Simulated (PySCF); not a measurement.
Cost of one run: excited-state job, `N#CC[C@H]1C[O][GeH2][O]1`.

Method: TDDFT CAM-B3LYP/def2-SVPD, vertical, gas phase, core orbitals frozen in the response (PySCF 2.14.0, density-fitted response routines). Geometry: GFN2-xTB. Work: 8 singlets by full TDDFT, 3 Tamm–Dancoff triplets, polarisability, density and orbital grids written, density fitting. A driver script takes a list of jobs; this job's settings line and coordinates (Å) are shown.

Command:
```bash
OMP_NUM_THREADS=1 python probes_run.py task.json out
```

Input:
```
{"job": {"kind": "uv", "xc": "CAM-B3LYP", "basis": "def2-SVPD", "nstates": 8, "ntriplets": 3}, "charge": 0, "multiplicity": 1}
N     -3.161495     0.242177     1.304629
C     -2.342266     0.421032     0.528698
C     -1.312199     0.630631    -0.455566
C     -0.374527    -0.585596    -0.530469
C      0.777063    -0.312953    -1.518988
O      1.804810     0.369224    -0.833371
Ge     1.757625    -0.024916     0.903309
O      0.197057    -0.852813     0.726849
H     -0.722091     1.508958    -0.170249
H     -1.779914     0.802217    -1.428605
H     -0.941213    -1.472819    -0.833902
H      0.453135     0.310798    -2.355272
H      1.154887    -1.264167    -1.906904
H      2.775856    -1.027318     1.364238
H      1.708857     1.263536     1.678037
```

Hardware: Arm Neoverse N1, one thread, shared host. PySCF's memory limit was set to 1040 MB.

Question: How large is the basis?

Answer: 240 functions for 86 electrons, with 979 fitting functions; the fitted three-index integrals, 979 × 240 × 241/2 numbers of 8 bytes, come to 220 MiB.

Question: Which is nearest to the wall time?
A. 2.6 min
B. 19 s
C. 2.6 s

Answer: A. The run took 2.6 min. The SCF took 12 cycles.

Question: Estimate the peak memory.

Answer: About 1.1 GiB. Peak memory is the resident size of the whole Python process, interpreter and libraries included.

Times come from a shared host and carry two figures at best.

The run converged: HOMO -9.68 eV, LUMO 0.42 eV; lowest singlet 6.73 eV; lowest triplet 6.37 eV (Tamm–Dancoff); mean polarisability 80.2 au.
